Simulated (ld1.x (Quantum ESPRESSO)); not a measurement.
terbium (Tb): variants of one TM potential

Base potential:

Tb (Z = 65), norm-conserving Troullier–Martins (Kleinman–Bylander form), made with ld1.x (Quantum ESPRESSO) 7.5 (PW91, fully relativistic). Core [Kr] 4d10, reference 4f9 5s2 5p6 5d0 6s2 6p0. Waves: 5s (bound): rc 1.70 bohr; 5d (bound, empty): rc 3.35 bohr; 4f (bound): rc 1.10 bohr; 5p (bound): rc 1.40 bohr. Local part: the p channel. Core correction: a·sin(br)/r model core inside 0.75 bohr.

Open shells are filled in proportion to 2j + 1 (rel_dist='average').

Occupied shells without a wave of their own: 6s. They enter only through the test configuration that unscreens the potential, and ld1.x also counts them in the model core charge.

All-electron outer shells of the reference configuration (PW91, scalar-relativistic, ld1.x):

```csv
shell,level (eV),outermost node (bohr),outermost maximum (bohr)
4p,-280.38,0.28,0.53
4d,-146.96,0.26,0.55
5s,-47.54,0.64,1.18
5p,-24.88,0.69,1.35
6s,-3.74,1.60,3.49
4f,-3.09,–,0.56
5d,-1.34,0.78,2.12
6p,-1.20,1.96,4.83
```

Cutoffs, loose and tight: the cutoffs (Ry, on a coarse ladder) from which the occupation-weighted sum of valence levels, in a spherical-Bessel basis at the reference potential, stays within 10 and 1 mRy of its value at 400 Ry. They do not see the model core or the augmentation charge, which bear on the density cutoff. Test errors are all-electron minus pseudo excitation energies from the reference, over the configurations 4f9 5s2 5p6 5d0 6s1 6p0; 4f9 5s2 5p6 5d0 6s0 6p0; 4f8 5s2 5p6 5d0 6s0 6p0; 4f9 5s2 5p6 5d1 6s1 6p0; 4f9 5s2 5p5 5d0 6s2 6p0; 4f9 5s2 5p6 5d0 6s0 6p1; 4f9 5s1 5p6 5d0 6s2 6p0. A dash means not determined; rows that change the core or the reference have their own tests. The largest error is taken over the tests solved by every variant that gives reliable tests at all: 4f8 5s2 5p6 5d0 6s0 6p0; 4f9 5s1 5p6 5d0 6s2 6p0; 4f9 5s2 5p5 5d0 6s2 6p0; 4f9 5s2 5p6 5d0 6s0 6p0; 4f9 5s2 5p6 5d0 6s1 6p0; 4f9 5s2 5p6 5d1 6s1 6p0.

With those shells counted twice in exchange and correlation these files are broken, and their errors move erratically; no question is asked of them.

Cutoffs are not given where the Bessel-basis levels miss the radial ones by over 6 mRy, ghosts where they miss by over 20 mRy; a channel whose overlap is not positive is not tested.

| change | outcome | bound ghosts | largest test error (meV) |
| --- | --- | --- | --- |
| base | generated, misses its reference levels by 3.03 eV | not determined | -1705 |
| core correction none | generated, misses its reference levels by 3.03 eV | not determined | -981 |
| core correction a·sin(br)/r model core inside 0.50 bohr | generated, misses its reference levels by 3.03 eV | not determined | -1707 |
| core correction a·sin(br)/r model core inside 0.76 bohr | generated, misses its reference levels by 3.03 eV | not determined | -1705 |
| core correction a·sin(br)/r model core inside 0.96 bohr | generated, misses its reference levels by 3.03 eV | not determined | -1695 |
| core correction a·sin(br)/r model core inside 1.14 bohr | generated, misses its reference levels by 3.03 eV | not determined | -1686 |
| core correction a·sin(br)/r model core inside 1.34 bohr | generated, misses its reference levels by 3.03 eV | not determined | -1680 |
